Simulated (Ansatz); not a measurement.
```xyz
2

Sc    0.0000    0.0000   -0.4158
O     0.0000    0.0000    1.0915
```

Basis set: cc-pVDZ (spherical functions). Correlated methods keep 6 orbitals frozen. Charge 0, multiplicity 2.

Computed with Ansatz (development build ahead of 0.2.0); each method stands on the lowest determinant of its kind that the runs found.

The atomization energy at this shape (free ground-state atoms in the same class of orbitals less the molecule, no zero-point energy) of doublet ScO:

| method | atomization energy |
| --- | --- |
| UHF-MP2 | 638.5 kJ/mol |

**Question.** What does UHF give?

**Answer.** 235.2 kJ/mol. Caution: a free atom is spin contaminated; the shape is not the minimum.
